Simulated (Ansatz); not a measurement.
LiS, multiplicity 2 (lowest of 2S+1 = 2, 4 at CCSD(T)/def2-TZVPP on PBE0 minima; our sources give no spin for the ground state, which may be another), most abundant isotopes (7.0160 and 31.9721 u). Constants from fifth-degree fits in 1/R to seven points on the lowest solution found; no spin–orbit coupling, no relativity up to Kr; ω_e x_e and α_e move by some per cent with the fit.

Correlated levels freeze the inner cores; with def2 sets outer-core shells near the valence are correlated too.

Codes used: Ansatz (an electronic-structure program) with Gaussian orbitals. 

Total energies (hartree; each atom in its lowest state at that level) and vibrational constants (cm⁻¹):

```csv
level,E(LiS) at r_e,E(Li),E(S),ω_e,ω_e x_e
PBE/def2-TZVPP,-405.516451,-7.461919,-397.938368,575,3.9
B3LYP/def2-TZVPP,-405.741178,-7.492798,-398.132399,582,3.8
wB97M-V/def2-TZVPP,-405.685101,-7.472067,-398.090714,582,3.7
CCSD(T)/def2-QZVPP,-405.253219,-7.467933,-397.668694,578,3.7
```

Task: Work out D_e and D₀ in eV.

Result: 
D_e = E(Li) + E(S) − E(molecule), times 27.2114 eV; D₀ = D_e − (ω_e/2 − ω_e x_e/4)/8065.54.
- PBE/def2-TZVPP: D_e = 3.161, zero point 0.036, D₀ = 3.125 eV
- B3LYP/def2-TZVPP: D_e = 3.156, zero point 0.036, D₀ = 3.120 eV
- wB97M-V/def2-TZVPP: D_e = 3.328, zero point 0.036, D₀ = 3.293 eV
- CCSD(T)/def2-QZVPP: D_e = 3.173, zero point 0.036, D₀ = 3.137 eV
No counterpoise correction is made.
